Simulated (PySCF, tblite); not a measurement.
Compound: C7H6N2.
Numbering: `[CH:1]#[C:2][CH2:3][CH2:4][CH:5]([C:6]#[N:7])[C:8]#[N:9]` (hydrogens: H10 on C1; H11, H12 on C3; H13, H14 on C4; H15 on C5)

Computed with GFN2-xTB (tblite), gas phase: nudged elastic band of 9 images (0 to 8), spring 0.2 eV/Å², climbing image at the end, force threshold 0.05 eV/Å. The top image wasn't refined or checked by frequencies; at this threshold it can lie a kcal/mol or more above the true saddle point of the method.

Path: rotation about C3–C4 (propargylic carbon, chain CH2 carbon), followed by the dihedral C2–C3–C4–C5.

Image 0 (start, dihedral 62°):
```
atom  x, y, z in Å
C1     -2.523    1.164    0.615
C2     -1.910    0.221    0.208
C3     -1.108   -0.879   -0.293
C4      0.216   -0.376   -0.876
C5      1.061    0.329    0.208
C6      2.237    0.937   -0.379
N7      3.157    1.405   -0.865
C8      1.482   -0.620    1.220
N9      1.801   -1.392    1.998
H10    -3.090    1.971    0.972
H11    -0.914   -1.583    0.523
H12    -1.669   -1.403   -1.072
H13     0.021    0.337   -1.681
H14     0.780   -1.215   -1.288
H15     0.456    1.111    0.689
```

Image 8 (end, +0.052 eV, dihedral -178°):
```
atom  x, y, z in Å
C1     -3.332    0.472   -0.563
C2     -2.293    0.188   -0.043
C3     -1.019   -0.139    0.565
C4      0.137    0.363   -0.306
C5      1.498   -0.015    0.313
C6      2.584    0.585   -0.439
N7      3.424    1.069   -1.040
C8      1.676   -1.454    0.314
N9      1.792   -2.589    0.304
H10    -4.251    0.710   -1.008
H11    -0.970    0.322    1.558
H12    -0.950   -1.225    0.685
H13     0.082    1.450   -0.407
H14     0.061   -0.073   -1.306
H15     1.558    0.345    1.350
```

Q: What do the inner images look like?

A: 
Image 1: +0.022 eV, dihedral 76°
```
atom  x, y, z in Å
C1     -2.679    1.192    0.439
C2     -1.990    0.252    0.168
C3     -1.104   -0.838   -0.190
C4      0.186   -0.309   -0.829
C5      1.121    0.283    0.246
C6      2.270    0.918   -0.366
N7      3.176    1.400   -0.867
C8      1.607   -0.756    1.133
N9      1.986   -1.589    1.815
H10    -3.315    1.991    0.680
H11    -0.866   -1.421    0.706
H12    -1.620   -1.498   -0.893
H13    -0.055    0.473   -1.553
H14     0.703   -1.116   -1.353
H15     0.576    1.027    0.843
```

Image 2: +0.070 eV, dihedral 90°
```
atom  x, y, z in Å
C1     -2.840    1.182    0.267
C2     -2.072    0.276    0.130
C3     -1.098   -0.778   -0.078
C4      0.165   -0.235   -0.767
C5      1.196    0.241    0.277
C6      2.319    0.893   -0.365
N7      3.203    1.392   -0.888
C8      1.706   -0.887    1.033
N9      2.100   -1.789    1.611
H10    -3.541    1.952    0.393
H11    -0.838   -1.226    0.886
H12    -1.551   -1.559   -0.693
H13    -0.098    0.608   -1.411
H14     0.619   -1.008   -1.391
H15     0.726    0.948    0.973
```

Image 3: +0.121 eV, dihedral 105°
```
atom  x, y, z in Å
C1     -2.987    1.139    0.101
C2     -2.149    0.285    0.088
C3     -1.090   -0.703    0.035
C4      0.148   -0.153   -0.700
C5      1.270    0.198    0.299
C6      2.373    0.858   -0.370
N7      3.238    1.369   -0.911
C8      1.779   -1.008    0.925
N9      2.165   -1.971    1.400
H10    -3.746    1.862    0.118
H11    -0.828   -1.000    1.055
H12    -1.467   -1.594   -0.474
H13    -0.120    0.748   -1.256
H14     0.526   -0.887   -1.414
H15     0.883    0.865    1.081
```

Image 4 (top): +0.148 eV, dihedral 120°
```
atom  x, y, z in Å
C1     -3.112    1.065   -0.057
C2     -2.214    0.281    0.046
C3     -1.080   -0.616    0.147
C4      0.135   -0.064   -0.627
C5      1.338    0.153    0.313
C6      2.426    0.815   -0.379
N7      3.276    1.334   -0.936
C8      1.821   -1.121    0.811
N9      2.183   -2.136    1.185
H10    -3.922    1.724   -0.143
H11    -0.832   -0.748    1.205
H12    -1.367   -1.596   -0.240
H13    -0.121    0.891   -1.091
H14     0.425   -0.752   -1.424
H15     1.040    0.777    1.167
```

Image 5: +0.139 eV, dihedral 135°
```
atom  x, y, z in Å
C1     -3.211    0.961   -0.202
C2     -2.261    0.265    0.010
C3     -1.066   -0.516    0.257
C4      0.126    0.031   -0.552
C5      1.395    0.109    0.321
C6      2.474    0.766   -0.391
N7      3.314    1.288   -0.960
C8      1.831   -1.222    0.694
N9      2.153   -2.282    0.968
H10    -4.064    1.541   -0.386
H11    -0.848   -0.482    1.329
H12    -1.258   -1.560   -0.002
H13    -0.102    1.032   -0.924
H14     0.323   -0.607   -1.417
H15     1.188    0.683    1.234
```

Image 6: +0.104 eV, dihedral 150°
```
atom  x, y, z in Å
C1     -3.281    0.829   -0.336
C2     -2.289    0.242   -0.017
C3     -1.049   -0.403    0.364
C4      0.123    0.132   -0.475
C5      1.441    0.067    0.323
C6      2.517    0.713   -0.403
N7      3.352    1.231   -0.984
C8      1.810   -1.313    0.572
N9      2.076   -2.409    0.747
H10    -4.169    1.312   -0.612
H11    -0.872   -0.210    1.428
H12    -1.145   -1.484    0.236
H13    -0.064    1.170   -0.758
H14     0.225   -0.451   -1.393
H15     1.322    0.581    1.287
```

Image 7: +0.068 eV, dihedral 165°
```
atom  x, y, z in Å
C1     -3.320    0.670   -0.455
C2     -2.298    0.216   -0.031
C3     -1.030   -0.278    0.468
C4      0.126    0.239   -0.396
C5      1.474    0.027    0.321
C6      2.552    0.656   -0.416
N7      3.387    1.164   -1.005
C8      1.757   -1.390    0.445
N9      1.951   -2.512    0.521
H10    -4.231    1.039   -0.819
H11    -0.906    0.059    1.503
H12    -1.039   -1.372    0.468
H13    -0.006    1.305   -0.597
H14     0.137   -0.284   -1.356
H15     1.441    0.470    1.327
```

The largest changes of bonds and angles from start to top: C3–C4 1.533 → 1.543 Å, C4–C3–H12 109.3 → 110.5°, H11–C3–H12 108.3 → 107.1°, C3–C4–H14 109.7 → 110.5°. GFN2-xTB torsional profiles can miss by a kcal/mol or more and can put conformers in the wrong order.

Q: What do single points at PBE0/pcSseg-1 (PySCF, no dispersion term) give on some images?

A: 
```csv
image,GFN2-xTB E (eV),DFT E (eV),HOMO (eV),LUMO (eV),dipole (D)
0,0.000,0.000,-8.53,-0.32,4.41
2,0.070,0.100,-8.44,-0.42,4.21
4,0.148,0.196,-8.38,-0.47,4.05
6,0.104,0.131,-8.38,-0.47,4.07
8,0.052,0.064,-8.37,-0.47,4.17
```

Energies count from image 0 at each level. At the GFN2-xTB top the DFT energy is 4.5 kcal/mol against 3.4; the geometries weren't optimised at the DFT level.

The cost below is that of the whole band run. Time: 2.9 s; peak memory 0.18 GiB. Hardware: one thread of an Arm Neoverse V1, no GPU, shared host with 32 logical CPUs at a one-minute load of 16.
